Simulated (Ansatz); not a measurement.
Relaxation of ClH$_{7}$Si$_{3}$ (11 atoms, charge 0, multiplicity 1), to a largest force component of 0.02 eV/Å in at most 40 steps.

The calculation used RKS BLYP-D4/STO-3G (Ansatz).

```xyz
11
Properties=species:S:1:pos:R:3:forces:R:3
Si 0.000 0.000 0.000 -0.28 0.34 -0.17
Si 0.000 0.000 2.220 -0.30 -0.17 0.91
H -1.315 -0.407 2.707 0.17 0.07 0.12
H 1.010 -0.935 2.707 -0.11 0.13 0.04
H 0.305 1.342 2.707 0.00 -0.13 0.00
Si 2.094 0.000 -0.739 0.76 -0.10 -0.63
H 2.551 -1.376 -0.908 0.08 0.18 0.02
H 2.157 0.694 -2.022 0.16 -0.08 0.11
H 2.951 0.682 0.226 -0.04 -0.05 -0.11
H -0.688 1.191 -0.486 -0.23 -0.12 -0.14
Cl -1.003 -1.738 -0.709 -0.20 -0.07 -0.15
```

Q: Where does it end, and by what steps?

A: It converged. The force dipped under the threshold on the way, but the program's further checks kept it going. Limits of this set-up: minimal basis. After 18 steps the energy has fallen by 0.130 eV; H9 moved furthest, 0.76 Å.

```json
{"step": "0", "energy less start (eV)": "0.0000", "largest force component (eV/Å)": "0.906", "accepted": "yes"}
{"step": "1", "energy less start (eV)": "-0.0621", "largest force component (eV/Å)": "0.430", "accepted": "yes"}
{"step": "2", "energy less start (eV)": "-0.1102", "largest force component (eV/Å)": "0.062", "accepted": "yes"}
{"step": "3", "energy less start (eV)": "-0.1118", "largest force component (eV/Å)": "0.021", "accepted": "yes"}
{"step": "4", "energy less start (eV)": "-0.1189", "largest force component (eV/Å)": "0.025", "accepted": "yes"}
{"step": "5", "energy less start (eV)": "-0.1168", "largest force component (eV/Å)": "0.302", "accepted": "no"}
{"step": "6", "energy less start (eV)": "-0.1185", "largest force component (eV/Å)": "0.104", "accepted": "no"}
{"step": "7", "energy less start (eV)": "-0.1205", "largest force component (eV/Å)": "0.010", "accepted": "yes"}
{"step": "8", "energy less start (eV)": "-0.1226", "largest force component (eV/Å)": "0.087", "accepted": "yes"}
{"step": "9", "energy less start (eV)": "-0.1233", "largest force component (eV/Å)": "0.130", "accepted": "yes"}
{"step": "10", "energy less start (eV)": "-0.1249", "largest force component (eV/Å)": "0.111", "accepted": "yes"}
{"step": "11", "energy less start (eV)": "-0.1266", "largest force component (eV/Å)": "0.054", "accepted": "yes"}
{"step": "12", "energy less start (eV)": "-0.1282", "largest force component (eV/Å)": "0.038", "accepted": "yes"}
{"step": "13", "energy less start (eV)": "-0.1287", "largest force component (eV/Å)": "0.089", "accepted": "yes"}
{"step": "14", "energy less start (eV)": "-0.1292", "largest force component (eV/Å)": "0.049", "accepted": "yes"}
{"step": "15", "energy less start (eV)": "-0.1296", "largest force component (eV/Å)": "0.002", "accepted": "yes"}
{"step": "16", "energy less start (eV)": "-0.1298", "largest force component (eV/Å)": "0.024", "accepted": "yes"}
{"step": "17", "energy less start (eV)": "-0.1298", "largest force component (eV/Å)": "0.023", "accepted": "yes"}
{"step": "18", "energy less start (eV)": "-0.1298", "largest force component (eV/Å)": "0.013", "accepted": "yes"}
```

```xyz
11
Properties=species:S:1:pos:R:3
Si 0.050 0.051 0.043
Si -0.065 -0.118 2.310
H -1.446 -0.146 2.764
H 0.609 -1.321 2.771
H 0.597 1.033 2.908
Si 2.153 0.070 -0.830
H 2.876 -1.135 -0.457
H 2.116 0.170 -2.281
H 2.877 1.218 -0.304
H -0.687 1.231 -0.407
Cl -1.019 -1.600 -0.813
```

Whether the end is a true minimum wasn't checked by a vibrational analysis.

Time of the run: 40 s on 1 thread of Arm Neoverse V2, on a shared host, peak memory 0.11 GiB.
